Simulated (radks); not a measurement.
Charge is removed step by step from the 2p down level of F+, starting from [He] 2s2 2p(up 3, down 1). Method: scalar-relativistic Kohn-Sham, LDA (Slater exchange, Perdew-Wang correlation), spin-polarised, spherical densities, finite nucleus; Fermi nuclear charge, rms radius 2.8976 fm; computed with a radial shooting solver on a logarithmic mesh with Libxc functionals.

removed (e)  E - E(0) (eV)  eigenvalue (eV)  E minus straight line (eV)
0                    0.000          -26.181                       0.000
0.25                 7.089          -30.557                      -1.698
0.5                 15.289          -35.071                      -2.284
0.75                24.633          -39.702                      -1.727
1                   35.147          -44.427                       0.000

Removing the whole electron costs 35.147 eV by Delta-SCF, against 26.181 eV from minus the eigenvalue at the starting occupation. Slater's transition state (half an electron removed) gives 35.071 eV. Integrating minus the eigenvalue over the occupation (Janak's theorem) gives 35.149 eV. In this scalar-relativistic scheme the density is built from large components alone, so the theorem holds only approximately. The mean slope of the eigenvalue, de/dn, is 18.2 eV per electron. Ionisation energy of F+ in the NIST Atomic Spectra Database: 34.971 eV (measured).
